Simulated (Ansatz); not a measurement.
The inner images of a band of ClGaH₆OSi (10 atoms, charge 0, multiplicity 1) are given out of order.

The calculation used Ansatz 0.2.0, RKS BHLYP/def2-SVP.

Image 0:

```xyz
10
Properties=species:S:1:pos:R:3
Ga -1.796 -0.522 0.137
Cl -1.467 -2.459 1.169
H -2.022 -0.656 -1.399
H -2.321 0.609 1.070
H 0.577 -1.046 0.686
O 0.308 -0.238 0.235
Si 1.461 0.856 -0.357
H 2.331 1.276 0.758
H 2.258 0.202 -1.410
H 0.671 1.978 -0.888
```

Image 6:

```xyz
10
Properties=species:S:1:pos:R:3
Ga -1.682 -0.217 -0.100
Cl -0.822 -2.397 1.390
H -2.085 -0.887 -1.442
H -2.544 0.528 0.953
H 0.070 -1.498 1.036
O 0.124 0.024 0.110
Si 1.426 0.904 -0.376
H 2.421 0.956 0.719
H 2.067 0.296 -1.567
H 1.025 2.290 -0.723
```

Problem. Put them in order from the first end to the last, with their energies above the first end.
A.
```xyz
10
Properties=species:S:1:pos:R:3
Ga -1.836 -0.546 0.104
Cl -1.265 -2.367 1.276
H -2.080 -0.837 -1.407
H -2.461 0.582 0.974
H 0.447 -0.944 0.687
O 0.238 -0.139 0.190
Si 1.493 0.860 -0.352
H 2.437 1.040 0.767
H 2.169 0.223 -1.497
H 0.858 2.129 -0.743
```
B.
```xyz
10
Properties=species:S:1:pos:R:3
Ga -1.801 -0.474 0.063
Cl -1.055 -2.305 1.286
H -2.105 -0.849 -1.416
H -2.475 0.592 0.972
H 0.275 -0.997 0.696
O 0.208 -0.147 0.179
Si 1.481 0.836 -0.340
H 2.408 1.002 0.791
H 2.155 0.207 -1.489
H 0.909 2.135 -0.743
```
C.
```xyz
10
Properties=species:S:1:pos:R:3
Ga -1.701 -0.266 -0.047
Cl -0.815 -2.329 1.318
H -2.127 -0.865 -1.413
H -2.488 0.565 0.998
H 0.063 -1.363 0.874
O 0.157 -0.072 0.117
Si 1.435 0.865 -0.355
H 2.383 1.011 0.772
H 2.144 0.247 -1.500
H 0.950 2.206 -0.763
```
D.
```xyz
10
Properties=species:S:1:pos:R:3
Ga -1.812 -0.543 0.116
Cl -1.420 -2.422 1.236
H -2.017 -0.761 -1.413
H -2.387 0.606 0.995
H 0.545 -0.993 0.708
O 0.284 -0.197 0.232
Si 1.472 0.862 -0.354
H 2.415 1.149 0.744
H 2.179 0.233 -1.485
H 0.741 2.066 -0.778
```
E.
```xyz
10
Properties=species:S:1:pos:R:3
Ga -1.744 -0.358 0.002
Cl -0.896 -2.306 1.299
H -2.118 -0.854 -1.419
H -2.481 0.583 0.989
H 0.134 -1.151 0.761
O 0.188 -0.154 0.173
Si 1.452 0.839 -0.342
H 2.391 1.005 0.781
H 2.143 0.229 -1.495
H 0.931 2.168 -0.751
```

Solution. D (+0.3 kJ/mol), A (+2.3 kJ/mol), B (+18.8 kJ/mol), E (+70.4 kJ/mol), C (+94.7 kJ/mol).

Run time: 71 s on 2 threads of AMD EPYC 9R45 96-Core Processor (Zen 5), with other jobs on the host, peak memory 0.31 GiB.
